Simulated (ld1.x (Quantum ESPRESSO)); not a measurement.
## Reading a pseudo-wave (oxygen (O))

Columns: radius, all-electron u(r) and pseudo u(r) of the 2p shell (level -9.03 eV) of oxygen in the configuration [He] 2s2 2p4; PBE, scalar-relativistic, TM scheme, ld1.x (Quantum ESPRESSO) 7.5.

| r (bohr) | all-electron | pseudo |
| --- | --- | --- |
| 0.065 | 0.0498 | 0.0204 |
| 0.130 | 0.1566 | 0.0795 |
| 0.195 | 0.2809 | 0.1712 |
| 0.260 | 0.4025 | 0.2860 |
| 0.325 | 0.5117 | 0.4121 |
| 0.390 | 0.6045 | 0.5374 |
| 0.455 | 0.6805 | 0.6507 |
| 0.520 | 0.7405 | 0.7439 |
| 0.585 | 0.7852 | 0.8125 |
| 0.650 | 0.8164 | 0.8563 |
| 0.715 | 0.8355 | 0.8778 |
| 0.780 | 0.8447 | 0.8818 |
| 0.845 | 0.8455 | 0.8736 |
| 0.910 | 0.8395 | 0.8578 |
| 0.975 | 0.8280 | 0.8382 |
| 1.040 | 0.8124 | 0.8169 |
| 1.105 | 0.7934 | 0.7948 |
| 1.170 | 0.7720 | 0.7722 |
| 1.235 | 0.7487 | 0.7487 |
| 1.300 | 0.7243 | 0.7243 |
| 1.365 | 0.6990 | 0.6990 |
| 1.430 | 0.6734 | 0.6734 |
| 1.495 | 0.6476 | 0.6476 |
| 1.560 | 0.6218 | 0.6218 |
| 1.625 | 0.5964 | 0.5964 |
| 1.690 | 0.5714 | 0.5714 |

(1) How many radial nodes do the two functions have?

(2) At about which radius was the pseudo-wave matched?

(3) Where does each function peak?

(4) Is the pseudo-wave norm-conserving?

Results:

(1) The all-electron 2p function has n − l − 1 = 0; the pseudo-wave has 0.

(2) 1.30 bohr. The columns agree to 0.0005 from 1.17 bohr on; several derivatives are matched, so the curves merge somewhat inside the radius.

(3) Outermost all-electron maximum near 0.84 bohr, pseudo maximum near 0.78 bohr (to the table’s step).

(4) Yes: the TM scheme keeps the norm inside the radius equal to the all-electron one, which fixes the energy derivative of the logarithmic derivative at the level.
